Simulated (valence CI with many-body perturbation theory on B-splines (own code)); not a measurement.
## Ba35+: calculated level list

Computed by valence CI with perturbative core correlation (CI+MBPT): three valence electrons over a frozen Dirac-Fock core [Ar], a basis of 7 s, 7 p, 8 d, 6 f, 4 g, 1 h functions for each j, with the one-electron correlation potential Σ1, the two-electron term Σ2, the three-electron term Σ3, Breit, model QED; selected CI, second order for the rest, scaled by the run's own slope (own B-spline code, finite nucleus).

The last digits are not significant, and no measured levels were compared; by estimate large intervals hold to a few tenths of a per cent, small ones and those within an open d or f shell to about a per cent. Only levels of the ground parity were solved; by the run's estimate the other parity begins above the list, which can be wrong where configurations are misplaced.

Levels 1 to 19 of 19, with energies above the lowest level, (3d3/2^3) J=3/2. "Leading %" is the weight of the configuration and term that name the level; weights of strongly mixed levels are sums over their largest components and can fall short. In the jj column 3d3/2^4 stands for four electrons in 3d with j = 3/2. Lifetimes count E1, E2, E3, M1 and M2 decay at the calculated energies, and are blank where another channel may lead or the interval is too uncertain; long ones can be off by a factor of two.

| No. | Configuration | Term | J | E (cm⁻¹) | Leading % | Lifetime | Second component | Leading jj |
| --- | --- | --- | --- | --- | --- | --- | --- | --- |
| 1 | 3d3 | 4F | 3/2 | 0 | 62 |  | 29 % 3d3 2D | 3d3/2^3 (91 %) |
| 2 | 3d3 | 4F | 5/2 | 111350 | 89 | 24.3 μs | 10 % 3d3 2D | 3d3/2^2 3d5/2 (96 %) |
| 3 | 3d3 | 4P | 3/2 | 155390 | 41 | 24.6 μs | 32 % 3d3 2P | 3d3/2^2 3d5/2 (93 %) |
| 4 | 3d3 | 4F | 7/2 | 159220 | 56 | 410 μs | 36 % 3d3 2G | 3d3/2^2 3d5/2 (84 %) |
| 5 | 3d3 | 2G | 9/2 | 171310 | 43 | 53.1 ms | 33 % 3d3 2H | 3d3/2^2 3d5/2 (94 %) |
| 6 | 3d3 | 4P | 1/2 | 180350 | 63 | 69.8 μs | 37 % 3d3 2P | 3d3/2^2 3d5/2 (99 %) |
| 7 | 3d3 | 4P | 5/2 | 273640 | 70 | 48.8 μs | 19 % 3d3 2D | 3d3/2^2 3d5/2 (64 %) |
| 8 | 3d3 | 2G | 7/2 | 280180 | 54 | 10.3 μs | 43 % 3d3 4F | 3d3/2 3d5/2^2 (90 %) |
| 9 | 3d3 | 4F | 9/2 | 297050 | 53 |  | 47 % 3d3 2H | 3d3/2 3d5/2^2 (87 %) |
| 10 | 3d3 | 2D | 3/2 | 326630 | 42 | 6.83 μs | 42 % 3d3 4P | 3d3/2 3d5/2^2 (98 %) |
| 11 | 3d3 | 2P | 1/2 | 341270 | 63 | 12.1 μs | 37 % 3d3 4P | 3d3/2 3d5/2^2 (99 %) |
| 12 | 3d3 | 2H | 11/2 | 354490 | 100 | 38.8 μs |  | 3d3/2 3d5/2^2 (100 %) |
| 13 | 3d3 | 2D | 5/2 | 373260 | 83 | 17.4 μs | 8 % 3d3 2F | 3d3/2 3d5/2^2 (67 %) |
| 14 | 3d3 | 2F | 5/2 | 392820 | 61 | 20.0 μs | 20 % 3d3 4P | 3d3/2 3d5/2^2 (89 %) |
| 15 | 3d3 | 2F | 7/2 | 410270 | 88 | 24.9 μs | 10 % 3d3 2G | 3d3/2 3d5/2^2 (94 %) |
| 16 | 3d3 | 2G | 9/2 | 457980 | 56 | 7.57 μs | 24 % 3d3 4F | 3d5/2^3 (93 %) |
| 17 | 3d3 | 2P | 3/2 | 471090 | 50 | 8.27 μs | 37 % 3d3 2D | 3d5/2^3 (53 %) |
| 18 | 3d3 | 2D | 3/2 | 568970 | 87 | 7.34 μs | 9 % 3d3 2P | 3d3/2 3d5/2^2 (53 %) |
| 19 | 3d3 | 2D | 5/2 | 604800 | 69 | 4.33 μs | 22 % 3d3 2F | 3d5/2^3 (85 %) |

The ionisation energy to 3d2 3F_2 of the next ion comes out as 2350.6 eV (NIST: 2349 ± 5 eV (theoretical)). All 19 levels together are meant to be complete up to 628990 cm⁻¹.
